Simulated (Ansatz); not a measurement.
`O[AsH][SiH3]` + H₂ → `[SiH3][AsH2]` + H₂O at 600 K and 1 bar (hydrogenolysis of the As–O bond).

Gas-phase electronic energies from Ansatz, PBE0-D4/def2-TZVP geometries. CBS: MP2 limit from def2 TZ/QZ plus the TZ coupled-cluster correction, frozen cores. This one scheme is used for every species. For As outer-core shells are correlated without core-valence functions, which leaves a few kJ/mol of doubt a bond. Scalar relativity is left out up to krypton. One conformer a species, not always the lowest.

```tsv
species	CCSD(T)/CBS energy (Eh)	H − E (kJ/mol)	S (J/(mol·K))
`O[AsH][SiH3]`	-2602.26090	174.6	403.3
H₂	-1.17544	43.9	150.8
`[SiH3][AsH2]`	-2527.08228	148.3	356.1
H₂O	-76.37941	76.8	212.8
```

H − E and S are ideal-gas, rigid-rotor, harmonic terms from PBE0-D4/def2-TZVP, for one conformer and one mirror image of each species. The MP2-based limit puts H₂ 0.8 mEh under its directly extrapolated value; such offsets cancel only in part. 1 Eh = 2625.50 kJ/mol, R = 8.31446 J/(mol·K).

Task: By hand: ΔE, ΔH, ΔS and ΔG.

Result: ΔE = (-2527.08228) + (-76.37941) − (-2602.26090) − (-1.17544) = -0.02535 Eh = -66.6 kJ/mol. Δ(H − E) = 148.3 + 76.8 − 174.6 − 43.9 = 6.6, so ΔH = -60.0 kJ/mol. ΔS = 356.1 + 212.8 − 403.3 − 150.8 = 14.8 J/(mol·K). ΔG = -60.0 − 600 × (14.8)/1000 = -68.9 kJ/mol.

Task: By hand: the equilibrium constant, and the temperature at which ΔG would vanish if ΔH and ΔS stayed fixed.

Result: log₁₀ K = −ΔG/(RT ln 10) = 6.0. ΔH and −TΔS have one sign here, so there is no such temperature.

The number of gas molecules stays the same, so ΔS is small and ΔH decides. A doubt of 5 kJ/mol in ΔE shifts log₁₀ K by 0.4 here. Other conformers and mirror images would add mixing entropy, several J/(mol·K) or more a flexible species. These are equilibria of isolated gas molecules and say nothing of rates. Largest T1 diagnostic: 0.012 (customary marks: 0.02 for closed shells, 0.045 for open ones).
